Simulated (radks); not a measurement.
Q: All-electron atom: Pm in [Xe] 4f4.5 5d0.5 6s2 (fractional occupations, a model configuration). Method: Dirac Kohn-Sham, PBE, spin-unpolarised, spherical densities, point nucleus; open shells are shared between the two j in proportion to 2j + 1; computed with a radial shooting solver on a logarithmic mesh with Libxc functionals. Some entries of the table are withheld. Estimate them.

orbital     occ.  eigenvalue (eV)  <1/r> (bohr^-1)
1s1/2          2        -44984.04            67.44
2s1/2          2        -7313.013            15.99
2p1/2          2        -6924.869            15.97
2p3/2          4        -6364.641            14.30
3s1/2          2        -1597.532            5.804
3p1/2          2        -1431.252            5.718
3p3/2          4        -1318.607            5.297
3d3/2          4        -1029.850            5.168
3d5/2          6        -1005.444            5.062
4s1/2          2        -320.2485            2.416
4p1/2          2        -256.9725            2.311
4p3/2          4        -232.3350            2.170
4d3/2          4        -128.2890              (1)
4d5/2          6        -123.8998              (2)
5s1/2          2         -43.4547           0.9306
5p1/2          2         -26.3588              (3)
5p3/2          4         -22.9829              (4)
4f5/2    1.92857          -4.9395            1.349
4f7/2    2.57143          -4.4438            1.332
6s1/2          2          -3.7565           0.2946
5d3/2        0.2              (5)              (6)
5d5/2        0.3              (7)              (8)

A: 
(1) 4d3/2 <1/r> (bohr^-1): 1.951
(2) 4d5/2 <1/r> (bohr^-1): 1.916
(3) 5p1/2 <1/r> (bohr^-1): 0.8181
(4) 5p3/2 <1/r> (bohr^-1): 0.7676
(5) 5d3/2 eigenvalue (eV): -2.4418
(6) 5d3/2 <1/r> (bohr^-1): 0.4452
(7) 5d5/2 eigenvalue (eV): -2.2368
(8) 5d5/2 <1/r> (bohr^-1): 0.4310
